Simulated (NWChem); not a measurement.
# CH₃AlBrCl; SMILES [CH3][Al]([Cl])[Br]

```xyz
7

Al    -0.4510     0.5809     0.0052
Cl     0.9953     2.1239    -0.0036
Br     0.3325    -1.5458    -0.0048
C     -2.3517     0.9896     0.0048
H     -2.9682     0.0917     0.2058
H     -2.6470     1.3986    -0.9846
H     -2.5861     1.7657     0.7620
```
Atoms are numbered in this order, from 1.

All runs: NWChem. The geometry was optimised at PBE-D3(BJ)/def2-SVP. Vzz is the largest principal value of the second derivative of the potential at the nucleus (NWChem prints the opposite sign); η is the asymmetry. Non-relativistic.

| level | Vzz Al1 (a.u.) | η Al1 | Vzz Cl2 (a.u.) | η Cl2 | Vzz Br3 (a.u.) | η Br3 |
|---|---|---|---|---|---|---|
| PBE0/def2-SVP | 0.790 | 0.64 | 1.279 | 0.31 | 2.825 | 0.34 |
| PBE0/cc-pVTZ | ___ | 0.60 | ___ | 0.41 | ___ | 0.38 |
| CAM-B3LYP/cc-pVTZ | 1.088 | 0.60 | 1.259 | 0.42 | 2.763 | 0.38 |
| CAM-B3LYP/def2-TZVP | 1.047 | 0.64 | 1.360 | 0.42 | 2.871 | 0.37 |

Some entries are withheld; supply them.


- PBE0/cc-pVTZ, Vzz Al1 (a.u.): 1.034
- PBE0/cc-pVTZ, Vzz Cl2 (a.u.): 1.250
- PBE0/cc-pVTZ, Vzz Br3 (a.u.): 2.716
